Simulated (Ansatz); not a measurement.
Ansatz (a first-principles code) input (CCSD(T)/cc-pV5Z):

Ansatz 0.2 input:
```yaml
crystal:
  periodic: [false, false, false]
  atoms:
    - {symbol: O, position_ang: [-1.36454309, -2.38794984, -0.70532953]}
    - {symbol: C, position_ang: [-0.68713529, -1.35640256, -0.42009778]}
    - {symbol: C, position_ang: [0.76619641, -1.25310283, -0.69803304]}
    - {symbol: C, position_ang: [1.39840656, -0.11246019, -0.35678829]}
    - {symbol: Se, position_ang: [0.21573109, 1.12855125, 0.42827808]}
    - {symbol: C, position_ang: [-1.14092977, -0.16976750, 0.18079102]}
    - {symbol: H, position_ang: [1.27183300, -2.09243234, -1.16390328]}
    - {symbol: H, position_ang: [2.44174773, 0.13476717, -0.48331969]}
    - {symbol: H, position_ang: [-2.15132057, 0.04091991, 0.49317312]}
basis:
  gaussian:
    orbitals: cc-pV5Z
total_charge: -1
magnetization: {spin_polarized: false}
correlation: {method: ccsd_t, electrons: outside_noble_gas}
```

End of the output:

```
integrals: 37.11 GiB planned
4600 factors; integrals over basis functions are off by at most 1.0e-3 eV
14.26 GiB of device memory are held for the factors and their scratch space
mean field: 13.63 GiB planned
mean field evaluation 1: about -71508.4929 eV, gradient 3.7e1 eV
mean field evaluation 2: about -71508.7006 eV, gradient 3.7e1 eV
mean field evaluation 4: about -71512.4507 eV, gradient 5.9e0 eV
mean field evaluation 8: about -71512.5813 eV, gradient 6.8e-1 eV
mean field evaluation 16: about -71512.5872 eV, gradient 1.7e-6 eV
mean field -71512.58715716 eV, -2628.0391050530 hartree, gradient 1.8e-6 eV, S^2 0.000000; 0 other end points of the search recorded, 0 dependent functions left out
19 core orbitals not correlated
reference -71512.58715716 eV, -2628.0391050530 hartree; 16, 16 occupied and 689, 689 virtual orbitals, 4600 factors
second order -31.05224974 eV of doubles, -0.00000000 eV of singles
coupled cluster: 68.90 GiB planned
cycle   1  -29.80115211 eV  change     1.3e0 eV  update   1.6e-1
cycle   2  -30.66225258 eV  change   -8.6e-1 eV  update   5.6e-2
cycle   3  -30.87250819 eV  change   -2.1e-1 eV  update   2.8e-2
cycle   4  -30.86474843 eV  change    7.8e-3 eV  update   1.0e-2
cycle   5  -30.85214428 eV  change    1.3e-2 eV  update   6.0e-3
cycle   6  -30.85471073 eV  change   -2.6e-3 eV  update   3.1e-3
cycle   7  -30.85546160 eV  change   -7.5e-4 eV  update   1.3e-3
cycle   8  -30.85440307 eV  change    1.1e-3 eV  update   6.6e-4
cycle   9  -30.85429657 eV  change    1.1e-4 eV  update   2.8e-4
cycle  10  -30.85479307 eV  change   -5.0e-4 eV  update   1.4e-4
cycle  11  -30.85458139 eV  change    2.1e-4 eV  update   7.8e-5
cycle  12  -30.85455437 eV  change    2.7e-5 eV  update   3.3e-5
coupled cluster: 68.90 GiB planned
perturbative correction -1.78813054 eV, -0.0657125851 hartree
Total energy: -71545.22984206 eV, -2629.2387015971 hartree
```

It need not be the lowest isomer of its formula. Whether it binds its extra electron was not tested at this geometry.
